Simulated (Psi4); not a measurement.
A dimer, CH4 ··· C2H3N (SMILES C and CC#N); the first 5 atoms form monomer A.

```
11

C      0.0000     0.0000     0.0000
H     -0.7099    -0.4773    -0.6741
H      0.0256     1.0706    -0.1984
H     -0.3070    -0.1710     1.0309
H      0.9913    -0.4224    -0.1584
C      4.1630     1.3689     2.0962
C      4.5470     0.2784     1.2140
N      4.8505    -0.5835     0.5167
H      4.5846     1.2144     3.0897
H      4.5298     2.3171     1.7028
H      3.0773     1.4199     2.1797
```

Problem. What interaction energy does Psi4 with SAPT0/jun-cc-pVDZ, frozen core give, and which attractive term is the largest?

Solution. Total -1.40 kJ/mol: electrostatics -0.50, exchange 0.20, induction -0.13, dispersion -0.97. The most attractive term is dispersion.
